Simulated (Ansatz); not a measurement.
Species: C5H11O, charge 0, multiplicity 2. It need not be the lowest isomer of its formula. 
Coordinates optimised at B3LYP-D3(BJ)/def2-TZVP (Ansatz, a first-principles code):
```xyz
17

C      3.0128     0.4017     0.1029
C      1.6199    -0.0582     0.5204
C      0.6439    -0.1438    -0.6749
C     -0.7196    -0.6006    -0.3008
C     -1.7122     0.3093     0.3210
O     -3.0640    -0.0517     0.0309
H      3.4517    -0.2859    -0.6240
H      3.6868     0.4561     0.9596
H      2.9781     1.3917    -0.3581
H      1.2102     0.6279     1.2670
H      1.6777    -1.0385     1.0013
H      1.0751    -0.8187    -1.4207
H      0.5899     0.8485    -1.1389
H     -0.9354    -1.6634    -0.2601
H     -1.5098     1.3475     0.0196
H     -1.6518     0.2853     1.4175
H     -3.1298    -0.1869    -0.9215
```
Charge 0, spin multiplicity 2.

Total electronic energies in hartree. Cores are frozen in the correlated levels unless marked. Open shells are spin-unrestricted. Spin-orbit coupling is left out. Non-relativistic. CBS marks a two-point X^-3 extrapolation of the correlation energy; Hartree-Fock from the larger set. The bracket is a focal-point correction in the basis named.

```
level                                                     program  energy (Eh)
-------------------------------------------------  --------------  -----------
SVWN5/def2-TZVPD                                           Ansatz   -270.01109
PBE/def2-TZVPD                                             Ansatz   -272.05726
revPBE/def2-TZVPD                                          Ansatz   -272.33184
B3LYP-D3(BJ)/def2-TZVPD                            Ansatz + dftd3   -272.45007
B3LYP-D4/def2-TZVPD                                Ansatz + dftd4   -272.44726
B3LYP/def2-TZVPD                                           Ansatz   -272.42978
PBE0-D3(BJ)/def2-TZVPD                             Ansatz + dftd3   -272.10473
r2SCANh-D4/def2-TZVPD                              Ansatz + dftd4   -272.25017
r2SCAN0/def2-TZVPD                                         Ansatz   -272.23251
HSE06-D4/def2-TZVPD                                Ansatz + dftd4   -272.08697
CAM-B3LYP-D4/def2-TZVPD                            Ansatz + dftd4   -272.28681
B2PLYP-D3(BJ)/def2-TZVPD                           Ansatz + dftd3   -272.17756
B2PLYP/def2-TZVPD                                          Ansatz   -272.16851
RPA@PBE/cc-pVQZ                                            Ansatz   -272.55311
RI-MP2/cc-pVQZ                                             Ansatz   -271.83146
RI-MP2/CBS(cc-pVTZ,cc-pVQZ)                                Ansatz    -271.8841
SCS-MP2/6-31G*                                             Ansatz   -271.34768
CCSD/STO-3G                                                Ansatz   -267.59585
CCSD/6-31G                                                 Ansatz   -271.06175
CCSD(T)/STO-3G                                             Ansatz   -267.59855
CCSD(T)/6-31G*                                             Ansatz   -271.45040
CCSD(T)/cc-pVTZ                                            Ansatz   -271.84546
RI-MP2/CBS(cc-pVTZ,cc-pVQZ)+[CCSD(T)-MP2]/cc-pVTZ          Ansatz    -271.9886
```

Totals of different functionals don't rank their quality; only differences between species are comparable.
